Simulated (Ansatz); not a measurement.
PbSe2. Total charge 0; singlet. Geometry r2SCAN-D4/def2-TZVP.

```xyz
3

Pb    1.062    1.118    0.119
Se   -1.268    0.206   -0.658
Se    0.206   -1.323    0.539
```

In the def2 sets Pb takes a core potential; there is no spin–orbit coupling. The structure comes from a short search, and lower isomers may exist.

(1) Estimate the orbital energies around the gap (eV) in Ansatz with revPBE-D4/def2-TZVP, r2SCANh-D4/def2-TZVP, PBE0-D4/def2-TZVP, PBE0-D4/def2-TZVPD, BHLYP-D4/def2-TZVP.

## Answers

(1) 
```csv
orbital,revPBE-D4/def2-TZVP,r2SCANh-D4/def2-TZVP,PBE0-D4/def2-TZVP,PBE0-D4/def2-TZVPD,BHLYP-D4/def2-TZVP
HOMO−13,-53.12,-56.00,-57.84,-57.89,-62.32
HOMO−12,-21.92,-23.69,-24.43,-24.46,-26.75
HOMO−11,-21.76,-23.51,-24.26,-24.29,-26.58
HOMO−10,-21.76,-23.51,-24.26,-24.29,-26.58
HOMO−9,-21.68,-23.44,-24.19,-24.22,-26.52
HOMO−8,-21.65,-23.40,-24.15,-24.18,-26.46
HOMO−7,-17.78,-19.33,-19.97,-20.00,-21.89
HOMO−6,-14.66,-15.95,-16.54,-16.57,-18.21
HOMO−5,-12.43,-13.43,-13.88,-13.92,-15.06
HOMO−4,-7.95,-8.69,-9.00,-9.04,-9.77
HOMO−3,-6.81,-7.61,-8.04,-8.07,-9.01
HOMO−2,-6.78,-7.50,-7.83,-7.86,-8.62
HOMO−1,-6.04,-6.71,-7.06,-7.09,-7.83
HOMO,-4.57,-5.22,-5.64,-5.68,-6.51
LUMO,-3.35,-3.12,-2.84,-2.87,-2.20
LUMO+1,-2.40,-2.05,-1.61,-1.70,-0.77
LUMO+2,-1.89,-1.60,-1.38,-1.43,-0.64
LUMO+3,-1.16,-0.63,-0.58,-0.80,0.03
LUMO+4,1.94,2.79,2.49,0.22,2.95
LUMO+5,2.08,3.11,2.70,1.04,3.32
```
